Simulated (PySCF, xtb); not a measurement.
Si(Cl)(I)2(OH) (ClHI2OSi), SMILES O[Si](Cl)(I)I.

Coordinates come from a B3LYP-D3(BJ)/def2-SVP optimisation. This is a generated structure with no PubChem entry under its InChIKey; it may be hypothetical. The def2 effective core potentials stand for the cores of I; spin–orbit coupling is left out. One conformer was computed; it need not be the lowest.

Calculation: C-PCM-M06-2X/def2-SVP (PySCF).

The values are the electrostatic part of the solvation free energy, E(continuum) − E(gas) at the gas-phase geometry, in a cavity of scaled van der Waals radii (PySCF's table); cavitation and dispersion terms are not included. In vacuum the orbital gap is 7.87 eV. The dipole moment in vacuum is 1.51 D.

Computed values in water (ε = 78.36), diethylether (ε = 4.24), 1-octanol (ε = 9.86):
```csv
solvent,ε,ΔG(elec) (kcal/mol),dipole (D),gap (eV)
water,78.36,-5.0,1.96,7.93
diethylether,4.24,-3.8,1.84,7.92
1-octanol,9.86,-4.5,1.91,7.93
```

For comparison, GFN2-xTB/ALPB(water) (xtb, at the GFN2-xTB geometry, all terms of that model) gives -8.2 kcal/mol.
